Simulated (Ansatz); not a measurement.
Molecule: Si₂H₃ (charge 0, doublet). It need not be the lowest isomer of its formula. SMILES: [SiH][SiH2]
Coordinates optimised at B3LYP-D3(BJ)/def2-TZVP (Ansatz, a program for electronic structure):
```
Si
H 1 1.4867
H 1 1.4882 2 107.07
Si 1 2.2898 2 123.22 3 -169.59
H 4 1.5229 1 88.46 2 -175.19
```
Charge 0, spin multiplicity 2.

Parts of the frozen-core correlation energy in cc-pwCVTZ (Ansatz, hartree). Frozen orbitals: 10; correlated occupied orbitals by spin: 6 and 5; virtual: 144 and 145. UHF or UKS for open shells. No spin-orbit coupling. No relativistic terms.

```
term                            value
-------------------------  ----------
reference (HF)             -579.54738
MP2 opposite-spin                   …
MP2 same-spin                -0.03394
CCSD correlation                    …
(T)                                 …
T1 diagnostic                   0.049
largest doubles amplitude       0.049
<S^2> of the reference          0.938
```

Question: What belongs in the gaps?

Answer: 
- MP2 opposite-spin, value: -0.17379
- CCSD correlation, value: -0.25316
- (T), value: -0.01080
